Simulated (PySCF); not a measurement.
Cartesian coordinates (Å):
SMILES: [NH2][Ga][NH2]
```xyz
7

N      1.5099     0.3399     0.3391
Ga    -0.0556    -0.0009     1.2751
N     -1.5049    -0.3399     0.1670
H      1.6695    -0.2347    -0.4810
H      2.3723     0.4098     0.8615
H     -1.5703     0.2361    -0.6649
H     -2.4209    -0.4102     0.5881
```
Charge 0, spin multiplicity 2.

Problem. Estimate the dipole moment, highest occupied spin orbital and total energy that r2SCAN-D4/def2-TZVP (PySCF 2.14.0) returns for this input.

Solution. 
| Property | Value |
|---|---|
| dipole moment | 0.09 D |
| highest occupied spin orbital | -4.82 eV |
| total energy | -2036.7438 Ha |
